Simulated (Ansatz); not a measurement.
`O[SiH2]CBr` and `O[SiH2]C[AsH2]` differ in one atom or group.

Ansatz, PBE0-D4/def2-TZVP geometries, multiplicity 1. Each molecule was computed in one conformer, which needn't be the lowest.

Scalar relativity is left out up to krypton.

```json
{"property": "LUMO energy (ωB97M-V/def2-TZVPP) / eV", "`O[SiH2]CBr`": "1.37"}
{"property": "LUMO energy (B3LYP/def2-TZVPP) / eV", "`O[SiH2]CBr`": "-0.72"}
{"property": "HOMO–LUMO gap (B3LYP/def2-TZVPP) / eV", "`O[SiH2]CBr`": "6.84"}
{"property": "HOMO–LUMO gap (PBE/def2-TZVPP) / eV", "`O[SiH2]CBr`": "5.10"}
{"property": "LUMO energy (PBE0/def2-TZVPP) / eV", "`O[SiH2]CBr`": "-0.45"}
{"property": "HOMO energy (ωB97M-V/def2-TZVPP) / eV", "`O[SiH2]CBr`": "-10.04"}
```

(1) What does the change do to each property? (Estimate.)

Results:

(1) Ansatz gave: 
```
                             property  `O[SiH2]C[AsH2]`  shift
LUMO energy (ωB97M-V/def2-TZVPP) / eV              1.74   0.37
  LUMO energy (B3LYP/def2-TZVPP) / eV             -0.13   0.59
HOMO–LUMO gap (B3LYP/def2-TZVPP) / eV              6.90   0.06
  HOMO–LUMO gap (PBE/def2-TZVPP) / eV              5.41   0.31
   LUMO energy (PBE0/def2-TZVPP) / eV              0.13   0.58
HOMO energy (ωB97M-V/def2-TZVPP) / eV             -9.34   0.70
```

B3LYP here is the variant with VWN-RPA as its local correlation; programs differ in this.

Spin–orbit coupling is left out; it splits and shifts lone-pair levels of the heavy atoms by tenths of an eV.
